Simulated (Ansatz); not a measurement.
Input file for Ansatz (an electronic-structure program): R-PBE/def2-TZVPP on AlH5Si (SMILES [AlH2][SiH3]), a point of a torsion scan.

Ansatz 0.2 input:
```yaml
crystal:
  periodic: [false, false, false]
  atoms:
    - {symbol: Al, position_ang: [1.38227096, 0.08304234, 0.00249111]}
    - {symbol: Si, position_ang: [-1.03303307, -0.08145563, 0.00812355]}
    - {symbol: H, position_ang: [2.40578968, -1.10207268, -0.01204374]}
    - {symbol: H, position_ang: [2.19426623, 1.42326923, 0.01049643]}
    - {symbol: H, position_ang: [-1.62469554, -0.80249440, 1.15940003]}
    - {symbol: H, position_ang: [-1.63268787, -0.75059347, -1.16999799]}
    - {symbol: H, position_ang: [-1.69282287, 1.24591319, 0.04029779]}
basis:
  gaussian:
    orbitals: def2-TZVPP
hamiltonian:
  xc: {name: PBE}
scf: {lower_state_search: off}
```

Output:

```
WARN ansatz: RAYON_NUM_THREADS=1 ignored (pool sized by the plan → 1); use --threads N
Functional definition: PBE
these checks for a lower state are left out or cut short: stability, starts, cluster_reference, orbital_swaps, neighbouring_geometries, increment
integrals: 0.06 GiB planned
852 factors; their error is unknown
mean field: 0.44 GiB planned
mean field evaluation 1: about -14545.3736 eV, gradient 2.1e1 eV
mean field evaluation 2: about -14546.2024 eV, gradient 1.7e1 eV
mean field evaluation 4: about -14547.2800 eV, gradient 5.6e-1 eV
mean field evaluation 8: about -14547.2605 eV, gradient 1.5e-1 eV
mean field evaluation 16: about -14547.2605 eV, gradient 4.5e-6 eV
mean field -14547.26052932 eV, -534.6019639651 hartree, gradient 4.5e-6 eV, S^2 0.000000; 0 other end points of the search recorded, 0 dependent functions left out
reference -14547.26057674 eV, -534.6019657077 hartree; 16, 16 occupied and 138, 138 virtual orbitals, 852 factors
Total energy: -14547.26057674 eV, -534.6019657077 hartree
Checks for a lower state left out: stability, starts, cluster_reference, orbital_swaps, neighbouring_geometries, increment
```

Self-consistency was reached.

Cost: about 0.7 core-seconds (a rough figure).
